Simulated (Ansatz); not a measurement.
Isolated molecules relaxed with PBE0-D4/def2-TZVP in Ansatz; ΔE leaves out vibrations. CCSD(T)/CBS is the MP2 limit (def2-TZVPP, def2-QZVPP) plus CCSD(T) − MP2 in def2-TZVPP, frozen cores. This one scheme is used for every species. Functionals use def2-TZVPP. For Br outer-core shells are correlated without core-valence functions, which leaves a few kJ/mol of doubt a bond. Scalar relativity is left out up to krypton. One conformer a species, not always the lowest.

Reaction (ligand exchange at the Al–N bond): `[NH2][Al]([Br])[Br]` + H–F → `[F][Al]([Br])[Br]` + NH₃

```
             level  ΔE (kcal/mol)  difference from CCSD(T)/CBS
         revPBE-D4          -18.2                          0.5
            B97M-V          -20.9                         -2.2
           PBE0-D4          -18.0                          0.7
        r2SCANh-D4          -19.3                         -0.6
        r2SCAN0-D4          -18.9                         -0.2
          BHLYP-D4          -19.3                         -0.6
             BHLYP          -20.4                         -1.7
           LC-ωPBE          -18.9                         -0.2
     HF/def2-QZVPP          -21.3                         -2.6
SCS-MP2/def2-QZVPP          -19.2                         -0.5
       CCSD(T)/CBS          -18.7                            0
```

Largest T1 diagnostic among the species: 0.008.

The D4 term adds +1.2 kcal/mol with B3LYP and +0.7 kcal/mol with PBE0; it sums over pairs of atoms, weighted by their polarisabilities, and B3LYP, whose exchange is more repulsive, gets the larger term. Leaving LDA and LC-ωPBE aside and taking each functional with its dispersion term where it has one, the values, not all of them listed here, spread over 3.0 kcal/mol, from B97M-V to HSE06-D4. LDA lies +2.1 kcal/mol from PBE without D4.

B3LYP here is the variant with VWN-RPA as its local correlation; programs differ in this.
